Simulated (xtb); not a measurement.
F4MoO, charge +1, doublet, at a GFN2-xTB geometry (such geometries of metal compounds can be far from the true shape) (the multiplicity is a formal guess), atoms displaced at random by about 0.02 Å a coordinate. Base run: GFN1-xTB in xtb.

Here is a job for xtb.
```
$ xtb mol.xyz --gfn 1 --chrg 1 --uhf 1 --opt --json

# file mol.xyz
6

Mo     0.05599686    -0.02287879     0.04949312
O      1.18993007    -0.64277609     1.12406284
F     -1.13376036     0.66148120    -1.10062393
F      0.03395394     1.54459160     0.76240405
F      1.05525207    -0.28303395    -1.34284430
F     -1.14569874    -1.15158452     0.45006697
```

The base run was repeated with changes; each row names its change, and settings that it needs were set with it.

```json
[
 {"change": "base", "ΔE vs base (mEh)": "0.000", "optimiser steps": "6"},
 {"change": "alpb = acetone", "ΔE vs base (mEh)": "-25.486", "optimiser steps": "7"},
 {"change": "opt level = loose", "ΔE vs base (mEh)": "0.011", "optimiser steps": "4"},
 {"change": "engine = inertial", "ΔE vs base (mEh)": "0.008", "optimiser steps": "-"},
 {"change": "opt level = lax", "ΔE vs base (mEh)": "0.011", "optimiser steps": "4"},
 {"change": "opt level = vtight", "ΔE vs base (mEh)": "-0.001", "optimiser steps": "9"},
 {"change": "alpb = ch2cl2", "ΔE vs base (mEh)": "-60.440", "optimiser steps": "6"},
 {"change": "opt level = extreme", "ΔE vs base (mEh)": "-12.041", "optimiser steps": "43"},
 {"change": "opt level = tight", "ΔE vs base (mEh)": "0.000", "optimiser steps": "7"},
 {"change": "opt level = crude", "ΔE vs base (mEh)": "0.022", "optimiser steps": "3"}
]
```
